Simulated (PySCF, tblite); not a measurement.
Isomers of C4H13ClOSi2. Method: GFN2-xTB as coded in tblite; computed harmonic values from a numerical Hessian at the method's own geometry, unscaled. The method is semi-empirical: single wavenumbers can be off by several per cent or more. Modes of hydrogen on silicon can be 10 to 20 % off. One conformer each.

Electronic energies: PBE0/pcSseg-1 single points on the GFN2-xTB geometries (PySCF, gas phase).

| SMILES | electronic energy, lowest = 0 (kcal/mol) |
| --- | --- |
| COC[Si@H](C)[SiH2]CCl | 59.2 |
| CCO[SiH2][Si@H](Cl)CC | 0.0 |
| CO[SiH2][SiH2][C@H](C)CCl | 40.9 |

Problem. How do GFN2-xTB zero-point energies change the relative energies?

Solution. 
```
                   SMILES  ZPE (kcal/mol)  of it from modes above 1550 cm⁻¹  electronic (kcal/mol)  with ZPE, lowest = 0 (kcal/mol)  lowest mode (cm⁻¹)  rings
    CCO[SiH2][Si@H](Cl)CC           101.0                              52.1                    0.0                              0.0                  15      0
CO[SiH2][SiH2][C@H](C)CCl            98.9                              50.7                   40.9                             38.8                  28      0
    COC[Si@H](C)[SiH2]CCl            98.5                              51.7                   59.2                             56.8                 12i      0
```

The zero-point energies span 2.5 kcal/mol, from `COC[Si@H](C)[SiH2]CCl` to `CCO[SiH2][Si@H](Cl)CC`. Slightly imaginary modes are left out of the zero-point energy: `COC[Si@H](C)[SiH2]CCl` 11.7i cm⁻¹. The order is unchanged.

Problem. And how do the electronic energies of GFN2-xTB itself compare?

Solution. `CCO[SiH2][Si@H](Cl)CC` 0.0; `CO[SiH2][SiH2][C@H](C)CCl` 32.0; `COC[Si@H](C)[SiH2]CCl` 80.5 kcal/mol, lowest = 0. Against the energies above, taken from the same isomer `CCO[SiH2][Si@H](Cl)CC`, the largest difference is 21.3 kcal/mol.
